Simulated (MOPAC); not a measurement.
Input file for MOPAC: AM1 on MgAl+, 2S+1 = 1, a point of a bond scan (R = 3.429 Å). Charge +1.

```
AM1 1SCF PRECISE CHARGE=1 THREADS=1
AlMg

Mg     0.00000000 1     0.00000000 1     0.00000000 1
Al     0.00000000 1     0.00000000 1     3.42854800 1
```

Program output:

```
*******************************************************************************
 **                                                                           **
 **                              MOPAC v23.2.5                                **
 **                                                                           **
 *******************************************************************************
 ** MOPAC's Digital Object Identifier: https://doi.org/10.5281/zenodo.6511958 **
 **                                                                           **
 ** Please cite the open-source release paper for use of this MOPAC version:  **
 ** J. E. Moussa and J. J. P. Stewart (2026)                                  **
 ** MOPAC: An open-source semiempirical molecular orbital program             **
 ** J. Open Source Softw., 11(119), 8025, https://doi.org/10.21105/joss.08025 **
 *******************************************************************************

                              AM1 CALCULATION RESULTS

 *******************************************************************************
 *  AM1        - The AM1 Hamiltonian to be used
 *
 *
 *
 *                 CHARGE ON SYSTEM = +1
 *
 *
 *
 *  PRECISE    - TIGHTER CRITERIA TO BE USED
 *  1SCF       - DO 1 SCF AND THEN STOP
 *  THREADS=1  - MULTI-THREADING NOT USED
 *  T=         - A TIME OF 172800.0 SECONDS REQUESTED
 *  DUMP=N     - RESTART FILE WRITTEN EVERY 7200.0 SECONDS REQUESTED
 *******************************************************************************
AM1 1SCF PRECISE CHARGE=1 THREADS=1
 AlMg

   ATOM   CHEMICAL          X               Y               Z
  NUMBER   SYMBOL      (ANGSTROMS)     (ANGSTROMS)     (ANGSTROMS)

     1      Mg          0.00000000  *   0.00000000  *   0.00000000  *
     2      Al          0.00000000  *   0.00000000  *   3.42854800  *



          CARTESIAN COORDINATES

    NO.       ATOM           X           Y           Z

     1        Mg          0.0000      0.0000      0.0000
     2        Al          0.0000      0.0000      3.4285

 Mg: (AM1): J. J. P. STEWART, J. MOL. MOD., 10, 155-164 (2004)
 Al: (AM1): M. J. S. Dewar, A. J. Holder, Organometallics, 9, 508-511 (1990).

           Empirical Formula: Mg Al  =     2 atoms



      MOLECULAR POINT GROUP   :   C*v


      RHF CALCULATION, NO. OF DOUBLY OCCUPIED LEVELS = 2


 -------------------------------------------------------------------------------
 AM1 1SCF PRECISE CHARGE=1 THREADS=1
 AlMg



     1SCF WAS SPECIFIED, SO BFGS WAS NOT USED
     SCF FIELD WAS ACHIEVED


                              AM1 CALCULATION
                                                       MOPAC v23.2.5 Linux




          FINAL HEAT OF FORMATION =        233.87164 KCAL/MOL =     978.51894 KJ/MOL


          COSMO AREA              =        107.55 SQUARE ANGSTROMS
          COSMO VOLUME            =         92.65 CUBIC ANGSTROMS

          IONIZATION POTENTIAL    =         11.817361 EV
          HOMO LUMO ENERGIES (EV) =        -11.817 -5.421
          NO. OF FILLED LEVELS    =          2
          MOLECULAR WEIGHT        =         51.2865         POINT GROUP:  C*v

          MOLECULAR DIMENSIONS (Angstroms)

            Atom       Atom       Distance
           Al     2   Mg     1     3.42855
           Al     2   Mg     1     0.00000
           Mg     1   Al     2     0.00000


          SCF CALCULATIONS        =          1





   ATOM   CHEMICAL          X               Y               Z
  NUMBER   SYMBOL      (ANGSTROMS)     (ANGSTROMS)     (ANGSTROMS)

     1      Mg          0.00000000  *   0.00000000  *   0.00000000  *
     2      Al          0.00000000  *   0.00000000  *   3.42854800  *

                             CARTESIAN COORDINATES

   1   Mg        0.000000000     0.000000000     0.000000000
   2   Al        0.000000000     0.000000000     3.428548000


           Empirical Formula: Mg Al  =     2 atoms



      MOLECULAR POINT GROUP   :   C*v


                  EIGENVALUES
 -15.69195 -11.81736  -5.42076  -5.18393  -5.18393  -2.02592  -2.02592  -1.91818


              NET ATOMIC CHARGES AND DIPOLE CONTRIBUTIONS

  ATOM NO.   TYPE          CHARGE      No. of ELECS.   s-Pop       p-Pop
    1         Mg           0.087204        1.9128     1.82754     0.08525
    2         Al           0.912796        2.0872     1.98518     0.10202
 DIPOLE           X         Y         Z       TOTAL
 POINT-CHG.     0.000     0.000     6.368     6.368
 HYBRID         0.000     0.000    -3.691     3.691
 SUM            0.000     0.000     2.677     2.677


          ATOMIC ORBITAL ELECTRON POPULATIONS

     Atom    s        px        py        pz
    1 Mg   1.82754   0.00000   0.00000   0.08525
    2 Al   1.98518   0.00000   0.00000   0.10202

 **********************
 *                    *
 * JOB ENDED NORMALLY *
 *                    *
 **********************




 == MOPAC DONE ==
```

The run finished.

Cost: about 0.020 core-seconds (a rough figure).
